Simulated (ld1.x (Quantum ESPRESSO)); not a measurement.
## Varying the TM potential for Hg (Z = 80)

Base potential:

ld1.x (Quantum ESPRESSO) 7.5 input, shortened:

```
&input
   title='Hg', zed=80., rel=1, dft='PZ', iswitch=3,
   config='[Xe] 4f14 5d10 6s2 6p0'
 /
 &inputp
   pseudotype=2, tm=.true., lloc=-1, rcloc=2.05,
   nlcc=.false.
 /
3
6S  1  0   2.00   0.00  1.60  1.60  0.0
6P  2  1   0.00   0.00  2.85  2.85  0.0
5D  3  2  10.00   0.00  1.80  1.80  0.0
 &test
   configts(1)='5d10 6s2 6p0'
 /
```

Cutoffs, loose and tight: the cutoffs (Ry, on a coarse ladder) from which the occupation-weighted sum of valence levels, in a spherical-Bessel basis at the reference potential, stays within 10 and 1 mRy of its value at 400 Ry. They do not see the model core or the augmentation charge, which bear on the density cutoff. Test errors are all-electron minus pseudo excitation energies from the reference, over the configurations 5d10 6s1 6p0; 5d10 6s0 6p0; 5d9 6s0 6p0; 5d10 6s1.5 6p0; 5d9 6s2 6p1; 5d10 6s1 6p1; 5d8 6s0 6p0 (two spin-polarised tests are not counted in the largest error). A dash means not determined; rows that change the core or the reference have their own tests. The largest error is taken over the tests solved by every variant that gives reliable tests at all: 5d10 6s0 6p0; 5d10 6s1 6p0; 5d10 6s1 6p1; 5d10 6s1.5 6p0; 5d8 6s0 6p0; 5d9 6s0 6p0.

A true bound ghost makes a file unfit for plane-wave use even where its test errors are small: the radial tests pick states by their node count and pass the ghost by. Where a test does run into it, the solver fails or the error is huge.

```tsv
change	outcome	cutoff, loose	cutoff, tight	bound ghosts	largest test error (meV)
base	generated	50 Ry	120 Ry	s	-123
core correction a·sin(br)/r model core inside 1.10 bohr	generated	50 Ry	120 Ry	s	-383
wave 6p (bound): rc 2.85 bohr becomes 6p (bound): rc 2.42 bohr	generated	50 Ry	120 Ry	s	-123
reference 5d10 6s1.75 6p0	generated	50 Ry	120 Ry	s	-233
```

(1) What comes out with this change to the base: wave 6s (bound): rc 1.60 bohr becomes 6s (bound): rc 1.36 bohr?

(2) What comes out with this change to the base: local potential all-electron potential smoothed inside 2.78 bohr (lloc = -1)?

(3) What comes out with this change to the base: all radii scaled by about 1.16 (s 1.86, p 3.32, d 2.10 bohr); local potential all-electron potential smoothed inside 2.40 bohr (lloc = -1)?

Results:

(1) outcome: generated; cutoff, loose: 140 Ry; cutoff, tight: 300 Ry; bound ghosts: s; largest test error (meV): +157.

(2) outcome: generated; cutoff, loose: 50 Ry; cutoff, tight: 120 Ry; bound ghosts: none; largest test error (meV): -359.

(3) outcome: generated; cutoff, loose: 45 Ry; cutoff, tight: 70 Ry; bound ghosts: none; largest test error (meV): -149.
